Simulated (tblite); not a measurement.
A tight-binding relaxation on `[F][GeH2][C@@H]1[SiH2]C[SiH2][SiH2]1`.

Computed with GFN2-xTB geometry optimisation, gas phase (tblite 0.8.0). Start geometry: from a force field or distance geometry. The input is one job of a driver script: a line of settings, then coordinates in Å.

Command:
```bash
OMP_NUM_THREADS=1 python probes_run.py task.json out
```

Input:
```
{"job": {"kind": "relax", "xc": "GFN2-xTB", "basis": "xTB"}, "charge": 0, "multiplicity": 1}
F      2.779500     2.541900     0.508200
Ge     2.462400     0.860900     0.146500
C      0.702000     0.527900    -0.533400
Si    -0.661100     1.139100     0.567600
C     -2.196100     0.126600     0.204100
Si    -1.487900    -1.607800     0.286300
Si     0.372300    -1.251300    -0.931300
H      3.476900     0.464700    -0.964600
H      2.807200    -0.036000     1.386800
H      0.604400     1.104300    -1.486600
H     -0.328200     1.065100     1.999200
H     -0.975900     2.542800     0.274200
H     -3.005900     0.295300     0.934600
H     -2.498300     0.308300    -0.860600
H     -1.160600    -1.975900     1.676600
H     -2.353000    -2.597700    -0.327300
H     -0.008000    -1.349000    -2.332300
H      1.461600    -2.152800    -0.559600
```

Output:
```
step      E/eV     max force
  0    -591.19025    1.982
  1    -591.35547    0.937
  2    -591.45852    0.694
  3    -591.52656    0.644
  4    -591.58573    0.675
  5    -591.62414    0.446
  6    -591.65005    0.336
  7    -591.66638    0.302
  8    -591.68243    0.390
  9    -591.69898    0.380
... (118 lines left out)
128    -591.80520    0.022
129    -591.80528    0.023
130    -591.80536    0.025
131    -591.80543    0.018
132    -591.80548    0.015
133    -591.80552    0.014
134    -591.80555    0.014
135    -591.80557    0.011
136    -591.80558    0.011
137    -591.80559    0.009
```

«max force» is the largest atomic force in eV/Å.

From which step on does the largest force stay under 0.1 eV/Å, and how much energy is left to gain from there?

From step 33 (0.083 eV/Å), 28.6 meV above the end.

In short: energy lowered by 14.2 kcal/mol over 137 steps; largest atomic force 0.009 eV/Å at the end.

Estimate the wall time. Hardware: Arm Neoverse N1, one thread, no GPU, on a shared host.

About 2.4 s.
Labels such as C1 count atoms from 1, the log's own numbers from 0.
